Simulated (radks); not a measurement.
Question: Species: Xe3+. Configuration: [Kr] 4d9.5 5s2 5p3.5 (fractional occupations, a model configuration). Method: Dirac Kohn-Sham, PBE, spin-unpolarised, spherical densities, point nucleus; open shells fill j = l - 1/2 first; computed with a radial shooting solver on a logarithmic mesh with Libxc functionals. Some entries of the table are withheld. Estimate them.

| orbital | occ. | eigenvalue (hartree) | <r> (bohr) | r(max) (bohr) |
|---|---|---|---|---|
| 1s1/2 | 2 | -1263.682 | 0.02665 | 0.01715 |
| 2s1/2 | 2 | -197.8194 | 0.1142 | 0.09710 |
| 2p1/2 | 2 | -185.9325 | 0.09620 | 0.07439 |
| 2p3/2 | 4 | -174.0022 | 0.1020 | 0.07927 |
| 3s1/2 | 2 | -41.59829 | (1) | 0.2791 |
| 3p1/2 | 2 | -36.66020 | 0.2961 | 0.2656 |
| 3p3/2 | 4 | -34.39330 | 0.3078 | 0.2764 |
| 3d3/2 | 4 | -25.71010 | 0.2786 | 0.2241 |
| 3d5/2 | 6 | -25.23093 | 0.2823 | 0.2272 |
| 4s1/2 | 2 | -8.63447 | 0.7146 | 0.6606 |
| 4p1/2 | 2 | -6.88144 | 0.7427 | 0.6760 |
| 4p3/2 | 4 | -6.42509 | 0.7699 | 0.7000 |
| 4d3/2 | 4 | -3.58237 | 0.8592 | 0.7402 |
| 4d5/2 | 5.5 | -3.50754 | 0.8694 | 0.7483 |
| 5s1/2 | 2 | -1.88858 | 1.727 | (2) |
| 5p1/2 | 2 | -1.43465 | (3) | 1.731 |
| 5p3/2 | 1.5 | -1.36944 | (4) | 1.793 |

Answer: 
(1) 3s1/2 <r> (bohr): 0.3060
(2) 5s1/2 r(max) (bohr): 1.568
(3) 5p1/2 <r> (bohr): 1.934
(4) 5p3/2 <r> (bohr): 2.002
